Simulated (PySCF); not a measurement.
Several structures and their simulated spectra, in scrambled order.

A. SMILES N(=C/CO[SiH2]C#C)/C
B. `[C@H]1(C#N)[C@H]([SiH2]OC)C1`
C. `CC(=O)[SiH2]N1C=CC1`

Spectrum 1. $^{1}$H NMR (300 MHz, computed): δ 6.49 (d, 1H), 5.63 (m, 1H), 5.23 (s, 2H), 4.64 (m, 2H), 2.42 (s, 3H). $^{13}$C{$^{1}$H} NMR (computed): δ 243.7 (C), 147.7 (CH), 116.4 (CH), 60.1 (CH2), 40.1 (CH3).

Spectrum 2. $^{1}$H NMR (300 MHz, computed): δ 8.02 (t, 1H), 5.05 (d, 2H), 4.48 (d, 2H), 3.45 (s, 3H), 2.03 (t, 1H). $^{13}$C{$^{1}$H} NMR (computed): δ 173.9 (CH), 104.3 (CH), 87.0 (C), 64.0 (CH2), 39.9 (CH3).

Spectrum 3. $^{1}$H NMR (300 MHz, computed): δ 4.92 (m, 1H), 4.44 (m, 1H), 3.87 (s, 3H), 1.31 (m, 1H), 0.77 (m, 1H), 0.63 (m, 1H), 0.54 (m, 1H). $^{13}$C{$^{1}$H} NMR (computed): δ 127.0 (C), 54.1 (CH3), 17.4 (CH2), 7.8 (CH), -1.4 (CH).

PySCF 2.14 calculation with coordinates at the GFN2-xTB level and PBE0/pcSseg-1 with gauge-including orbitals; a single conformation, isolated molecule, no relativistic terms, one averaged value for each set of equivalent atoms.

Scale: TMS for $^{1}$H and $^{13}$C (reference shieldings calculated alike). Where no couplings were computed, multiplicities follow the n + 1 count of equivalent neighbours, and m marks all less simple cases (inequivalent or close neighbours, rings, F or P nearby). Shifts are as computed. Against solution values, carbons near 30 ppm lie about +3 ppm off and those near 130 ppm about +5 ppm. Of 1309 compounds with measured shifts, 239 miss one by over three times the rms of a fit or turn the order of signals round; such compounds aren't used in these exercises.

Task: Match each spectrum to its structure.

Result: 1–C, 2–A, 3–B.

- Spectrum 1 (C): 5 $^{13}$C signals; δC 147.7 is an alkene carbon bearing nitrogen; δC 60.1 is an allylic sp3 CH2 bonded to N.
- Spectrum 2 (A): 5 $^{13}$C signals; δC 104.3 is a terminal alkyne carbon; δC 87.0 is an alkyne carbon.
- Spectrum 3 (B): 5 $^{13}$C signals; δC 127.0 is a nitrile carbon; δC 54.1 is a methyl carbon bonded to O.
